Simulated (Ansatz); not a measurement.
# Counterpoise correction, worked out

The pair of F⁻ (SMILES [F-], atom 1) and AlF3 (SMILES F[Al](F)F, atoms 2–5), both closed shells, in one local arrangement (a lower one may exist), relaxed at PBE0-D4/def2-TZVPD:

```
5
angstrom
F -0.4860 -0.2856 -1.5921
F 1.2331 -1.0773 0.4140
Al 0.0000 -0.0000 0.0000
F 0.5666 1.5849 0.1400
F -1.3136 -0.2220 1.0381
```

Computed with Ansatz 0.2.0 (basis: def2-TZVPPD); correlated methods freeze the cores.

MP2 total energies in eV:

| system | geometry | basis functions | energy |
| --- | --- | --- | --- |
| pair | pair | all | -17452.62804 |
| F⁻ | as in the pair | all (partner as ghosts) | -2714.20097 |
| AlF3 | as in the pair | all (partner as ghosts) | -14732.58832 |
| F⁻ | as in the pair | its own | -2714.14478 |
| AlF3 | as in the pair | its own | -14732.56087 |
| F⁻ | free (PBE0-D4 minimum) | its own | -2714.14478 |
| AlF3 | free (PBE0-D4 minimum) | its own | -14733.60987 |

(1) Work out the interaction energy with and without the counterpoise correction, the superposition error, and the binding energy from the relaxed fragments.

T1 diagnostic: at most 0.026.

Answers

(1) Without correction: -17452.62804 − (-2714.14478) − (-14732.56087) = -5.92239 eV.
With correction (each fragment in the whole basis): -17452.62804 − (-2714.20097) − (-14732.58832) = -5.83875 eV = -134.64 kcal/mol.
The superposition error is the difference, 0.08364 eV, 1 % of the uncorrected value: each fragment borrows its partner's functions.
Deformation from the free shapes: 0.00000 eV for F⁻ and 1.04900 eV for AlF3.
Binding energy from relaxed fragments: -5.83875 + 0.00000 + 1.04900 = -4.78975 eV = -110.45 kcal/mol (electronic, without zero-point energy; negative means bound). The deformation is large: the pair is on the way to a chemical bond or a shared proton. For comparison, the corrected interaction energy by CCSD(T) at an estimated basis limit (MP2 extrapolated from triple and quadruple zeta, plus CCSD(T) − MP2 in triple zeta) is -6.051 eV.

For scale, one of the runs: CCSD(T)/def2-TZVPPD, 208 basis functions, launched by `ansatz run in.yaml --threads 4 --pin off --events-out ev --progress --plain --max-ram 9574MiB`. Hardware: 4 CPU threads of an Arm Neoverse V1, shared host. Wall time 17 s; peak host memory 1.6 GiB.
